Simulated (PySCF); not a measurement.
C3H8FNSi.
SMILES with atom numbers: `[F:1][Si@H:2]1[CH2:3][CH2:4][CH2:5][NH:6]1` (hydrogens: H7 on Si2; H8, H9 on C3; H10, H11 on C4; H12, H13 on C5; H14 on N6)

The same species was optimised twice, with GFN2-xTB and with PBE0-D3(BJ)/def2-SVP (PySCF), and the same property calculations (PySCF, gas phase) were run on both structures.

| coordinate | GFN2-xTB | PBE0-D3(BJ)/def2-SVP | change |
| --- | --- | --- | --- |
| Si2–C3 (Å) | 1.895 | 1.872 | -0.023 |
| F1–Si2 (Å) | 1.616 | 1.634 | +0.018 |
| C3–C4 (Å) | 1.532 | 1.538 | +0.006 |
| Si2–N6 (Å) | 1.708 | 1.713 | +0.005 |
| C4–C5 (Å) | 1.528 | 1.533 | +0.005 |
| C5–N6 (Å) | 1.452 | 1.454 | +0.002 |
| F1–Si2–N6 (°) | 109.2 | 113.3 | +4.1 |
| F1–Si2–C3 (°) | 115.3 | 112.1 | -3.2 |
| Si2–C3–C4 (°) | 103.7 | 101.4 | -2.3 |
| C3–Si2–N6 (°) | 92.8 | 94.0 | +1.2 |
| C3–C4–C5 (°) | 107.9 | 109.0 | +1.1 |
| C4–C5–N6 (°) | 106.0 | 107.0 | +1.0 |
| Si2–N6–C5 (°) | 113.9 | 114.1 | +0.2 |

Rotational constants: A = 5088, B = 2379, C = 1937 MHz (GFN2-xTB) against A = 4829, B = 2430, C = 1992 MHz (PBE0-D3(BJ)/def2-SVP). Point groups within 0.08 Å: C1 and C1.

On the GFN2-xTB structure: F1s of F1 (eV) 691.77 [delta-SCF UKS SCAN, pcX-2 on the ionised atom, pcseg-1 elsewhere, spin-free X2C]; Si1s of Si2 (eV) 1847.39 [delta-SCF UKS SCAN, pcX-2 on the ionised atom, pcseg-1 elsewhere, spin-free X2C]; Si2p of Si2 (eV) 107.62 [delta-SCF UKS SCAN, pcX-2 on the ionised atom, pcseg-1 elsewhere, spin-free X2C]; C1s of C3 (eV) 290.12 [delta-SCF UKS SCAN, pcX-2 on the ionised atom, pcseg-1 elsewhere, spin-free X2C]; C1s of C4 (eV) 290.69 [delta-SCF UKS SCAN, pcX-2 on the ionised atom, pcseg-1 elsewhere, spin-free X2C]; C1s of C5 (eV) 291.53 [delta-SCF UKS SCAN, pcX-2 on the ionised atom, pcseg-1 elsewhere, spin-free X2C]; N1s of N6 (eV) 404.44 [delta-SCF UKS SCAN, pcX-2 on the ionised atom, pcseg-1 elsewhere, spin-free X2C].

Problem. What do these properties become on the PBE0-D3(BJ)/def2-SVP structure?

Solution. 
| property | level | on GFN2-xTB | on PBE0-D3(BJ)/def2-SVP | change |
| --- | --- | --- | --- | --- |
| F1s of F1 (eV) | delta-SCF UKS SCAN, pcX-2 on the ionised atom, pcseg-1 elsewhere, spin-free X2C | 691.77 | 691.63 | -0.14 |
| Si1s of Si2 (eV) | delta-SCF UKS SCAN, pcX-2 on the ionised atom, pcseg-1 elsewhere, spin-free X2C | 1847.39 | 1847.42 | +0.03 |
| Si2p of Si2 (eV) | delta-SCF UKS SCAN, pcX-2 on the ionised atom, pcseg-1 elsewhere, spin-free X2C | 107.62 | 107.63 | +0.01 |
| C1s of C3 (eV) | delta-SCF UKS SCAN, pcX-2 on the ionised atom, pcseg-1 elsewhere, spin-free X2C | 290.12 | 290.24 | +0.12 |
| C1s of C4 (eV) | delta-SCF UKS SCAN, pcX-2 on the ionised atom, pcseg-1 elsewhere, spin-free X2C | 290.69 | 290.83 | +0.14 |
| C1s of C5 (eV) | delta-SCF UKS SCAN, pcX-2 on the ionised atom, pcseg-1 elsewhere, spin-free X2C | 291.53 | 291.62 | +0.09 |
| N1s of N6 (eV) | delta-SCF UKS SCAN, pcX-2 on the ionised atom, pcseg-1 elsewhere, spin-free X2C | 404.44 | 404.49 | +0.05 |

The heavy atoms differ by 0.104 Å rms after alignment. Among bonds between heavy atoms Si2–C3 changes most (-0.023 Å). Changes are differences of the printed values. Neither structure is proved a minimum here.
